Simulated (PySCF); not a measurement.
n-butyl acetate (C₆H₁₂O₂), SMILES C(C)CCOC(C)=O.

Geometry: TPSSh-D3(BJ)/def2-SVP. Other conformers were not sampled.

Calculation: ωB97X/def2-SVP (PySCF).

The molecule is in vacuum.

Computed frontier levels, gap, dipole moment and polarisability:
```json
{
  "highest_occupied_level": "-10.23 eV",
  "lowest_empty_level": "2.93 eV",
  "orbital_gap": "13.16 eV",
  "dipole_moment": "1.99 D",
  "quadrupole, principal values (traceless, Buckingham form, about the centre of nuclear charge)": "-12.41, 2.32, 10.08 D·Å",
  "mean_static_polarisability": "70.8 bohr³ (10.49 Å³)",
  "polarisability_principal_values": "57.8, 67.9, 86.6 bohr³"
}
```
